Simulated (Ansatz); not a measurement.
Cl3NbO, SMILES [O]=[Nb]([Cl])([Cl])[Cl] (connectivity only; charge and spin as stated), charge +1, multiplicity 2.

Geometry optimised at B3LYP-D3(BJ)/def2-SVP. The spin state was assumed, not searched. The isomer is the one that the SMILES or the coordinates give; other isomers of the formula were not compared. The def2 effective core potentials stand for the cores of Nb; spin–orbit coupling is left out.

Two levels are set side by side: PBE/def2-SVPD (Ansatz, a quantum-chemistry and plane-wave program) and PBE0/def2-SVPD (Ansatz). Energy differences of separate SCF runs at the same geometry; the states with an electron removed or added have multiplicity 3 and 1. Differences are taken from unrounded values.

```
quantity                          PBE0    PBE  PBE minus PBE0
-------------------------------  -----  -----  --------------
vertical ionisation energy (eV)  17.10  16.64           -0.46
vertical electron affinity (eV)  11.15  10.90           -0.25
```
